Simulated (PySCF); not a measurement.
Task: Write a Z-matrix for `Cc1cc(C)p(N)c1C` as optimised with PBE0-D3(BJ)/def2-SVP.

Result: 
Z-matrix in Å and degrees, rows numbered from 1:
```
C 
C   1  1.4950
C   2  1.4702  1  120.10
C   3  1.3534  2  115.95  1  -179.97
C   4  1.4898  3  127.71  2   178.39
P   4  1.8225  3  108.22  2    -8.42
N   6  1.7020  4  109.48  3   117.28
C   2  1.3607  1  126.47  3   179.63
C   8  1.4905  2  128.85  1     2.78
H   1  1.1032  2  110.97  3   -69.88
H   1  1.1024  2  110.94  3    48.57
H   1  1.0984  2  112.22  3   169.80
H   3  1.0963  2  120.80  1    -0.24
H   5  1.1038  4  110.94  3  -130.30
H   5  1.1027  4  111.69  3   111.06
H   5  1.1003  4  111.49  3    -9.83
H   7  1.0120  6  116.68  4   108.61
H   7  1.0151  6  119.83  4   -33.76
H   9  1.1037  8  112.05  2   -98.46
H   9  1.1025  8  110.17  2   142.76
H   9  1.0999  8  111.92  2    22.44
```

Of the pairs four or more bonds apart, H12···H21 is among the closest relative to their van der Waals radii: 2.17 Å, 91 % of the sum of Bondi's values. The 6 C–C bonds span 1.353 Å (C3–C4, drawn aromatic) to 1.495 Å (C1–C2, drawn single), a spread of 0.142 Å. The 5-membered ring C2–C3–C4–P6–C8 has internal angles of 91.4° to 115.9°; it is slightly puckered (a soft mode that the optimisation may not have finished), 0.06 Å rms from its mean plane, widest ring torsion 11°. P6 (ring phosphorus) is pyramidal (angles 109.5°, 105.1° and 91.4°, sum 306.0°, 0.78 Å off the plane of its three neighbours).

Computed with PBE0-D3(BJ)/def2-SVP geometry optimisation, gas phase in PySCF 2.14.0.

Point group: C1 (no symmetry element, even within 0.4 Å). No frequency check. One conformer, not necessarily the lowest (C4–P6–N7–H 109° and -34°).

Hardware: AMD EPYC 9R45, one thread, shared host with 96 logical CPUs at a one-minute load of 8.4. Cost: 1.7 min wall, 0.83 GiB resident at most. These figures are those of the optimisation.
